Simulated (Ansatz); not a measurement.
The cluster Sn5S5⁻. Total charge -1; doublet. Geometry PBE0-D4/def2-SVP, that of the neutral singlet; atoms count from 1.

```xyz
10

Sn    0.436    1.437    2.069
Sn    2.639    0.877   -0.667
Sn    0.733   -2.301   -0.470
Sn   -0.715    0.701   -2.246
Sn   -3.156   -0.838    1.165
S     1.761   -0.685    1.260
S     1.497   -0.702   -2.405
S    -1.901    0.617    2.582
S    -1.668   -1.304   -0.842
S     0.373    2.198   -0.447
```

In the def2 sets Sn takes a core potential; there is no spin–orbit coupling. The structure comes from a short search, and lower isomers may exist.

Estimate the Mulliken populations from the PBE0/def2-SVP orbitals of Ansatz.


```
atom  charge (e)  spin (α − β)
 Sn1        0.43          0.02
 Sn2        0.45          0.00
 Sn3        0.48          0.05
 Sn4        0.48          0.05
 Sn5        0.02          0.86
  S6       -0.58          0.01
  S7       -0.60          0.00
  S8       -0.55          0.04
  S9       -0.55         -0.03
 S10       -0.58          0.01
```
Mulliken values depend strongly on the basis.

Where does the spin sit?

Summed by element: Sn 0.98, S 0.02, of 1 unpaired in all. Largest on single atoms: Sn5 0.86, Sn3 0.05, Sn4 0.05.

And the Mayer bond orders between heavy atoms (over 0.3)?

Sn1–S6 0.57 (2.63 Å); Sn1–S8 1.05 (2.53 Å); Sn1–S10 0.57 (2.63 Å); Sn2–S6 0.74 (2.63 Å); Sn2–S7 0.73 (2.61 Å); Sn2–S10 0.74 (2.63 Å); Sn3–S6 0.71 (2.58 Å); Sn3–S7 0.65 (2.62 Å); Sn3–S9 0.74 (2.63 Å); Sn4–S7 0.66 (2.62 Å); Sn4–S9 0.74 (2.63 Å); Sn4–S10 0.71 (2.58 Å); Sn5–S8 0.96 (2.39 Å); Sn5–S9 0.61 (2.54 Å).
